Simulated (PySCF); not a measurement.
# Worked example: dipole moment from atomic charges

GeFCl, SMILES [F][Ge][Cl] (connectivity only; charge and spin as stated), neutral, multiplicity 1. Atoms are numbered in the order given.

```xyz
3

Ge     0.4371     0.4925     0.0000
F     -1.1401     1.2479     0.0000
Cl    -0.2192    -1.5878     0.0000
```

Coordinates come from a r2SCAN-D4/def2-TZVP optimisation.

Charges (e) from PBE/def2-TZVPD (PySCF):

```tsv
atom	ESP fit	IAO
Ge1	0.384	0.755
F2	-0.226	-0.482
Cl3	-0.158	-0.274
```

The dipole moment of the full density is 2.13 D.

Question: What dipole moment does each set of point charges give, and which comes closer to that of the density?

Answer: 
μ = Σ q r, and 1 e Å = 4.8032 D.
ESP fit: Σ q r = (0.460, 0.158, 0.000) e Å, |μ| = 2.34 D.
IAO: Σ q r = (0.940, 0.205, 0.000) e Å, |μ| = 4.62 D.
ESP fit comes closer in size. Point charges leave out the atoms' own dipoles (lone pairs, polarised bonds); fits to the potential absorb them, partitions of the density don't.
